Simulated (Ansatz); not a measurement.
Basis sets compared for the cluster Pt₂Au₃⁺ (the lowest singlet isomer of a short search). The state is a singlet with charge 1. Geometry PBE-D4/def2-SVP. Ansatz on 4 threads of Intel Xeon on a shared host; times are rough, and most runs start from earlier orbitals.

```xyz
5

Pt   -0.287   -0.085    1.406
Pt    0.287    0.085   -1.406
Au    0.266   -2.227   -0.080
Au   -2.022    0.903   -0.358
Au    1.757    1.324    0.439
```

In the def2 sets Au, Pt take a core potential; there is no spin–orbit coupling. The restricted singlet is unstable towards broken spin symmetry in Hartree–Fock (as tested in another run); at PBE-D4/def2-SVP, PBE-D4/def2-TZVP, PBE0-D4/def2-SVP, PBE0-D4/def2-TZVP this wasn't settled. No other spin state of charge 1 was run. Another isomer (singlet) lies 0.04 eV lower at PBE0-D4/def2-TZVP; other spin states weren't run for this one.

```json
{"level": "PBE-D4/def2-SVP", "functions": "160", "energy (Eh)": "-645.9150", "HOMO (eV)": "-9.78", "LUMO (eV)": "-9.02", "wall time": "5.5 s"}
{"level": "PBE0-D4/def2-SVP", "functions": "160", "energy (Eh)": "-645.6380", "HOMO (eV)": "-10.46", "LUMO (eV)": "-8.10", "wall time": "8.1 s"}
```

(1) Estimate the rows for PBE-D4/def2-TZVP (with forces), PBE0-D4/def2-TZVP.

## Answers

(1) 
```csv
level,functions,energy (Eh),HOMO (eV),LUMO (eV),wall time
PBE-D4/def2-TZVP (with forces),200,-645.9555,-9.73,-9.01,8.5 s
PBE0-D4/def2-TZVP,200,-645.6781,-10.38,-8.06,10 s
```
